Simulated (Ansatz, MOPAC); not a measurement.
Molecule: SnF₃ (charge 0, doublet). SMILES: [F][Sn]([F])[F]

Atoms: Sn1, F2, F3, F4. Bonds: Sn1-F2, Sn1-F3, Sn1-F4.

Bond lengths (Å) and angles (degrees) optimised at PM3 with MOPAC; PM7 with MOPAC; MNDO with MOPAC; PBE/6-31G* with LANL2DZ past Ar with Ansatz (a first-principles code); B3LYP/6-31G* with LANL2DZ past Ar with Ansatz; MP2/6-31G* with LANL2DZ past Ar with Ansatz, each started from the B3LYP-D3(BJ)/def2-TZVP structure (Ansatz) of the last column. A row stands for all coordinates that are equal there. 6-31G* holds six Cartesian d functions. No wavenumbers were computed at MNDO, PBE/6-31G* with LANL2DZ past Ar, MP2/6-31G* with LANL2DZ past Ar, so these may be saddle points.

```tsv
coordinate	PM3	PM7	MNDO	PBE/6-31G* with LANL2DZ past Ar	B3LYP/6-31G* with LANL2DZ past Ar	MP2/6-31G* with LANL2DZ past Ar	B3LYP-D3(BJ)/def2-TZVP
Sn1-F2	1.907	1.950	1.890	1.863	1.840	1.829	1.926
F2-Sn1-F3	100.6	113.1	103.5	106.0	106.1	106.6	105.9
```

Mean signed difference of all 3 bond lengths from B3LYP-D3(BJ)/def2-TZVP: PM3 -0.019 Å, PM7 0.024 Å, MNDO -0.037 Å, PBE/6-31G* with LANL2DZ past Ar -0.063 Å, B3LYP/6-31G* with LANL2DZ past Ar -0.086 Å, MP2/6-31G* with LANL2DZ past Ar -0.097 Å.
